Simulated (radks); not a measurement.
Results of a calculation; reference values are marked as such.
Task: The mean radii <r> (bohr) of the occupied orbitals of an atom or ion are listed with their occupations. Level of theory: non-relativistic Kohn-Sham, TPSS, spin-polarised, spherical densities, point nucleus; meta-GGA in the generalised Kohn-Sham scheme (a radial shooting solver on a logarithmic mesh with Libxc functionals).

orbital  occ.      <r>
1s down     1  0.02075
1s up       1  0.02075
2s up       1  0.08771
2s down     1  0.08771
2p up       3  0.07423
2p down     3  0.07423
3s up       1   0.2230
3s down     1   0.2230
3p up       3   0.2131
3p down     3   0.2131
3d up       5   0.1872
3d down     5   0.1872
4s up       1   0.4986
4s down     1   0.4986
4p up       3   0.5066
4p down     3   0.5066
4d up       5   0.5256
4d down     5   0.5255
5s up       1    1.210
5s down     1    1.202
5p up       3    1.347
5p down     3    1.337
4f up       7   0.6200
4f down     7   0.6163
5d up       3    2.099
6s up       1    3.557
6s down     1    3.802

Name the element and its charge. Open shells, if any, are filled with parallel spins first.

Result: Z = 73, tantalum, charge 0: Ta in [Xe] 4f14 5d3 6s2. The 1s radius gives Z: for a bare nucleus <r> = 1.5/Z, 0.02055 bohr for Z = 73, and screening makes it slightly larger (0.02075 here). The occupations add up to 73, and the charge is Z minus that.
